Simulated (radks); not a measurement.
Values are calculated unless marked as measured or tabulated.
Task: These are the eigenvalues of the occupied orbitals of an atom or ion with whole-number occupations (hartree). Level of theory: Dirac Kohn-Sham, PBE, spin-unpolarised, spherical densities, finite nucleus; Fermi nuclear charge, rms radius of each element as measured or else 0.836 A^(1/3) + 0.57 fm (a radial shooting solver on a logarithmic mesh with Libxc functionals).

| orbital | eigenvalue |
|---|---|
| 1s1/2 | -2393.470 |
| 2s1/2 | -521.4891 |
| 2p1/2 | -505.5935 |
| 2p3/2 | -466.2852 |
| 3s1/2 | -206.1115 |
| 3p1/2 | -200.1827 |
| 3p3/2 | -190.0136 |

Which element is it, and in what charge state? The configuration may be excited. Open shells, if any, fill j = l - 1/2 first.

Result: Z = 70, ytterbium, charge +54: Yb54+ in [Ne] 3s2 3p4. The list shows which subshells hold electrons but not how many an open one holds; the 1s level, -2393.5 hartree, gives Z - s = 69.2 by -(Z - s)^2/2, which with screening and relativity narrows Z to a few neighbours, and the depths of the outer levels then fix element, charge and occupations together.
